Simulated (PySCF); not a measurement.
CH9GeNSi.
SMILES with atom numbers: `[NH2:1][CH2:2][GeH2:3][SiH3:4]` (hydrogens: H5, H6 on N1; H7, H8 on C2; H9, H10 on Ge3; H11, H12, H13 on Si4)

Computed by this run: PySCF, PBE0-D3(BJ)/def2-SVP geometry optimisation, gas phase; density fitting, grid level 1; the optimiser is geomeTRIC in internal coordinates, started from a GFN2-xTB structure with every atom displaced at random (about 0.01 Å).

Geometry at step 0:
```
atom  x, y, z in Å
N1     -1.4471    0.5322    1.0659
C2     -1.4632    0.0229   -0.2984
Ge3     0.2728   -0.8850   -0.5713
Si4     2.1646    0.4812   -0.0864
H5     -1.4625   -0.2200    1.7121
H6     -2.3177    1.0964    1.2349
H7     -1.5229    0.8695   -0.9857
H8     -2.2915   -0.6310   -0.5190
H9      0.2601   -1.4881   -1.9307
H10     0.2238   -2.1285    0.3149
H11     3.3730   -0.2624   -0.2634
H12     2.0880    0.9501    1.3059
H13     2.1282    1.6457   -0.9891
```

**Question.** What forces act on the atoms?

**Answer.** 
```
atom  Fx (eV/Å)  Fy (eV/Å)  Fz (eV/Å)
  N1     -1.175      1.802     -0.729
  C2      1.072      0.593      0.763
 Ge3     -0.400      0.233      0.501
 Si4     -1.364      0.228      0.063
  H5     -0.080     -0.934      0.883
  H6      1.083     -0.695     -0.021
  H7      0.025      0.213     -0.272
  H8     -0.667     -0.747     -0.378
  H9      0.189     -0.284     -1.157
 H10      0.102     -0.205      0.435
 H11      1.135     -0.663     -0.230
 H12     -0.004      0.134      0.394
 H13      0.085      0.324     -0.251
```

The largest, 2.27 eV/Å, acts on N1; the rms over all components is 0.680 eV/Å. The forces sum to zero within rounding, as they must for an isolated molecule in no field.

**Question.** Give the force on N1 in Eh/bohr and in nN.

**Answer.** 2.271 eV/Å ÷ 51.422 = 0.04417 Eh/bohr, and 2.271 eV/Å × 1.602 = 3.64 nN.

**Question.** How far is this geometry from the end of the optimisation?

**Answer.** 0.230 eV above it, and 0.324 Å rms away after alignment. The bonds farthest from their final lengths, with half the difference of the two atoms' forces along the bond (positive lengthens):

```tsv
bond	now (Å)	final (Å)	force along bond (eV/Å)
Si4–H11	1.430	1.498	+1.31
Ge3–H9	1.487	1.543	+0.86
N1–H6	1.051	1.018	-1.55
C2–H8	1.078	1.109	+1.19
N1–H5	0.992	1.018	+1.55
Si4–H12	1.471	1.493	+0.11
```

The angle farthest from its final value is C2–Ge3–Si4, 113.9° against 103.6°.

Of the 6 listed bonds off by 0.010 Å or more, this force points towards the final length in 6.

What follows is the cost of the whole optimisation. On one thread, Arm Neoverse V1 (aarch64), no GPU, shared host with 32 logical CPUs at a one-minute load of 21, this took 79 s and 0.54 GiB of memory at its peak.
